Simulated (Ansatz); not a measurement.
Consider the redistribution: `O=C1N[Si]1(O)F` + `[SiH3]CS` → `O=C1N[SiH]1F` + `O[SiH2]CS`.

Computed with Ansatz on PBE0-D4/def2-TZVP structures; ΔE is electronic, products minus reactants. CBS: MP2 limit from def2 TZ/QZ plus the TZ coupled-cluster correction, frozen cores. DFT in def2-TZVPP. Each species was taken in one conformer, which may not be the lowest.

`O=C1N[Si]1(O)F`:

Cartesian coordinates in Å:
```
O 0.653 2.268 0.723
C 0.442 1.135 0.421
N 0.795 0.344 -0.676
Si -0.127 -0.614 0.391
O -1.557 -1.245 -0.027
F 0.600 -1.798 1.136
H 1.369 0.589 -1.476
H -2.176 -0.679 -0.493
```

`[SiH3]CS`:

```xyz
9

Si    0.912    0.575   -0.064
C    -0.294   -0.837    0.213
S    -1.872   -0.534   -0.626
H     1.216    0.701   -1.511
H     2.175    0.344    0.691
H     0.290    1.838    0.419
H     0.105   -1.748   -0.241
H    -0.452   -1.046    1.273
H    -2.080    0.707   -0.156
```

`O=C1N[SiH]1F`:

Cartesian coordinates in Å:
```
O 1.480 -0.798 -1.545
C 0.728 -0.349 -0.737
N -0.147 -0.876 0.190
Si -0.249 0.832 0.298
F -1.597 1.525 -0.172
H -0.350 -1.844 0.412
H 0.135 1.508 1.554
```

`O[SiH2]CS`:

```xyz
10

O     1.507    1.167    0.401
Si   -0.121    0.976    0.286
C    -0.505   -0.503   -0.802
S     0.359   -1.958   -0.137
H     1.991    0.347    0.541
H    -0.654    2.241   -0.276
H    -0.748    0.710    1.613
H    -0.081   -0.351   -1.798
H    -1.570   -0.708   -0.923
H    -0.178   -1.922    1.095
```

```csv
species,BHLYP-D4 energy (Eh)
`O=C1N[Si]1(O)F`,-633.95501
`[SiH3]CS`,-729.40732
`O=C1N[SiH]1F`,-558.66499
`O[SiH2]CS`,-804.69038
```

(1) Work out ΔE.

Largest T1 diagnostic among the species: 0.016.

Answers

(1) ΔE = (-558.66499) + (-804.69038) − (-633.95501) − (-729.40732) = 0.00696 Eh = +0.19 eV. CCSD(T)/CBS gives +0.19 eV.

Leaving LDA and LC-ωPBE aside and taking each functional with its dispersion term where it has one, the values, not all of them listed here, spread over 0.04 eV, from BLYP-D4 to B97M-V.
